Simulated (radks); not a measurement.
The numbers below are computed, except where a source is named.
Initial-state core-level shifts of the rhodium ion Rh2+ when its valence configuration changes from [Kr] 4d7. Code: a radial shooting solver on a logarithmic mesh with Libxc functionals. Model: non-relativistic Kohn-Sham, BLYP, spin-polarised, spherical densities, point nucleus; open shells are filled with parallel spins first (spin-orbit coupling, left out, can overturn this in heavy ions); relativity is left out, which matters for an element this heavy. Shifts are changes of the shell-averaged eigenvalues in eV (positive: less bound); the change of the density at the nucleus, which sets a Mossbauer isomer shift, is in e/bohr^3, on a base of 6.379e+04.

| valence | 2p | 3p | 3d | 4p | density at nucleus |
|---|---|---|---|---|---|
| 4d6.5 5p0.5 | -3.201 | -3.151 | -3.166 | -2.751 | +0.977 |
| 4d6 5p1 | -6.483 | -6.370 | -6.402 | -5.507 | +2.077 |
| 4d4.5 5s2 5p0.5 | -15.107 | -14.653 | -14.756 | -12.145 | +35.244 |
| 4d6.5 5s0.5 | -2.639 | -2.578 | -2.594 | -2.181 | +7.239 |
| 4d6 5s1 | -5.379 | -5.244 | -5.278 | -4.396 | +15.252 |
| 4d4.5 5s1 5p1.5 | -15.955 | -15.520 | -15.624 | -12.941 | +21.517 |
| 4d5 5p2 | -13.266 | -12.980 | -13.055 | -10.999 | +4.625 |
